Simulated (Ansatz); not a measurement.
This geometry of AlH3Sb (5 atoms, charge 0, multiplicity 2) is a first-order saddle point.

Level of theory: UKS PBE0/def2-SVP in Ansatz.

```xyz
5
Properties=species:S:1:pos:R:3
Al 1.162 -0.726 1.178
Sb -0.185 0.549 -0.504
H 0.437 -2.039 1.732
H -1.717 0.253 -1.142
H 0.302 1.963 -1.265
```

Q: Which two structures does it join? (They come from a converged band through this point; their orientation in space is the band's.)

A: No bond is made or broken. The height of Sb2 over the plane of its neighbours goes from -1.10 to 1.10 Å. The two ends are copies of one structure, up to a mirror image or an exchange of like atoms.

Initial state:

```xyz
5
Properties=species:S:1:pos:R:3
Al 1.141 -0.920 0.440
Sb -0.542 1.159 0.260
H 0.539 -2.236 1.155
H -1.470 0.168 -0.800
H 0.332 1.828 -1.055
```

Final state:

```xyz
5
Properties=species:S:1:pos:R:3
Al 0.718 -0.326 1.317
Sb 0.216 0.108 -1.282
H 0.174 -1.725 1.908
H -1.450 0.135 -0.855
H 0.342 1.807 -1.088
```

Q: How far does it lie above each of them?

A: 0.80 eV above the first and 0.80 eV above the second. This is the barrier of this one path; another mechanism may lie lower.

Run time: 110 s on 1 thread of Intel(R) Xeon(R) 6975P-C (Granite Rapids), with other jobs on the host, peak memory 0.22 GiB.
